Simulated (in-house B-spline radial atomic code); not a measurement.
Values are calculated unless marked as measured or tabulated.
## Stopping and range of 200 keV Hf in InAs

The pair potential comes from two frozen, spherical free-atom densities (PBE, B-spline radial code, scalar-relativistic past argon): electrostatics plus the change in Thomas-Fermi kinetic and Dirac exchange energy where they overlap, the recipe behind the universal ZBL potential, which averages such potentials (from solid-state densities) over many pairs. It is written V = (Z1 Z2 e²/r) φ(r/a), with e² = 14.3996 eV·Å and a = 0.46850 Å/(Z1^0.23 + Z2^0.23); ZBL's fit is φ = 0.18175 e^(−3.1998x) + 0.50986 e^(−0.94229x) + 0.28022 e^(−0.4029x) + 0.02817 e^(−0.20162x). Where φ falls below 4e-4 it is continued as an exponential.

The target is taken as amorphous, with density 5.68 g/cm³ (NSM archive of the Ioffe Institute); channelling is ignored. Masses: Hf 178.49, In 114.82, As 74.92 u. Nuclear stopping is S_n = 4π a Z1 Z2 e² M1/(M1 + M2) × s_n(ε), with s_n integrated over impact parameters for each pair. Electronic stopping is Lindhard and Scharff's S_e = Z1^(1/6) 8π e² a0 Z1 Z2/(Z1^(2/3) + Z2^(2/3))^(3/2) × v/v0, with a0 = 0.529177 Å and v = v0 at 24.801 keV/u; it misses the oscillations with Z1 seen in experiment, which reach tens of per cent. Compounds add by atom fraction.

```tsv
target atom	a (Å)	ε at this energy	s_n, this pair	s_n, ZBL potential
In	0.09147	0.141	0.3249	0.3336
As	0.09544	0.1649	0.3351	0.3394
```

Problem. What are the atom density and the stopping powers at entry?

Solution. N = 5.68 × 0.602214/94.87 = 0.03606 atoms/Å³. For In: S_n = 35540 × 0.3249 = 11550 eV·Å², S_e = 3.8510 × √200000 = 1722 eV·Å². For As: S_n = 28900 × 0.3351 = 9684 eV·Å², S_e = 3.0430 × √200000 = 1361 eV·Å². Averaged over the target's atoms (half each) and times N × 10 Å/nm, the ion loses N S_n = 3830 eV/nm to recoils and N S_e = 556 eV/nm to electrons; the nuclear share is 87 %.

Along the track:

| E (keV) | N S_n (eV/nm) | N S_e (eV/nm) |
| --- | --- | --- |
| 10 | 1650 | 124 |
| 30 | 2480 | 215 |
| 60 | 3040 | 304 |
| 100 | 3430 | 393 |
| 150 | 3680 | 481 |
| 200 | 3830 | 556 |

Problem. Estimate the path length and the projected range.

Solution. With continuous slowing down the path is the integral of dE/(N (S_n + S_e)). Trapezoids over the table give 54.9 nm, and the stretch below the first row, with stopping taken as √E, adds 2E/(N S) = 11 nm: 66.2 nm in all, against 65 nm on a fine grid from 5 eV. Deflections shorten the depth: to first order in the energy passed on, N (S_n + S_e) dR_p/dE = 1 − N S_n (M2/M1) R_p/(2E), summed over the target's atoms, and integrating this on the fine grid gives R_p = 46.6 nm, 0.72 of the path. Lindhard's rule of thumb R/(1 + M2/3M1), with mean M2/M1 = 0.53, gives 55.2 nm. On the ZBL potential the same equation gives 45.6 nm, and the full integral equation, which keeps hard collisions, 47.4 nm.
